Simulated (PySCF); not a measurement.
Bond length, frequency and bond energy of IrO by level of theory

State: ⁴Δ (quartet), unpaired electrons π ↑↑, δ ↑. Set-up: basis Ir def2-TZVPP with ECP60, O def2-TZVPP; scalar-relativistic core potentials; PySCF 2.14. De refers to Ir (5d7 6s2) + O in their high-spin ground configurations, without counterpoise correction. The functionals are run spin-unrestricted. A positive dipole means Ir(−)O(+). Levels whose curve was spin-contaminated or gave no clean fit are not listed.

```
       Level  Re (Å)  ωe (cm⁻¹)  De (eV)  μ (D)
        ROHF   1.682       1024      n/a  -4.44
   ROHF-CCSD   1.710        957     4.01    n/a
ROHF-CCSD(T)   1.725        920     4.61    n/a
         LDA   1.708        953      n/a  -2.33
         PBE   1.729        905      n/a  -2.44
        BLYP   1.744        875      n/a  -2.45
      r²SCAN   1.716        944      n/a  -2.64
        PBE0   1.708        956      n/a  -2.87
     r²SCAN0   1.701        980      n/a  -2.96
         M06   1.719        909      n/a  -2.89
       HSE06   1.710        949      n/a  -2.86
```

The bond length runs from 1.682 Å (ROHF) to 1.744 Å (BLYP).

Correlated steps freeze 1 core orbital. De is left out where the level can put another filling of the metal’s s and d shells below the measured ground configuration, by anything from nothing to about 1 eV. Spin–orbit coupling is left out, which matters for elements this heavy, above all for dissociation energies. Counting both spins, an empty level lies below a filled one in some of these solutions, because spin and occupation are held. With d or f electrons several states lie close, and the lowest PBE0 determinant need not be the measured ground state.

The whole job (state search and all levels along the bond) took about 33 min on 1 thread of Arm Neoverse V1 (shared host), peak memory 2.9 GiB.
